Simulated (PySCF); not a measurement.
**Working out the ionisation energy of W**

W [Xe] 4f14 5d4 6s2 (5D) → W⁺ [Xe] 4f14 5d4 6s1 (6D). Computed with PySCF 2.14 in def2-TZVPPD with the def2 core potential (60 electrons) (6s5p3d2f1g, 59 functions), with a scalar-relativistic core potential. Frozen: nothing. Energies in hartree (1 hartree = 27.21139 eV):

```json
{"part": "UHF", "W (lower)": "-66.318792", "W⁺ (upper)": "-66.103026"}
{"part": "CCSD correlation", "W (lower)": "-0.324697", "W⁺ (upper)": "-0.269674"}
{"part": "(T)", "W (lower)": "-0.013001", "W⁺ (upper)": "-0.006387"}
```

Q: What does Hartree-Fock give?

A: (-66.103026) − (-66.318792) = 0.215766 hartree = 5.871 eV.

Q: What do CCSD and CCSD(T) give?

A: The CCSD correlation energies differ by 0.055023 hartree = 1.497 eV and the triples by 0.006614 hartree = 0.180 eV, so CCSD gives 7.368 eV and CCSD(T) 7.548 eV.

Measured between the centres of the two terms (NIST): 7.825 eV, so CCSD(T) (valence and next inner shell) is off by -0.277 eV.

What remains against the reference includes basis incompleteness and higher excitations.
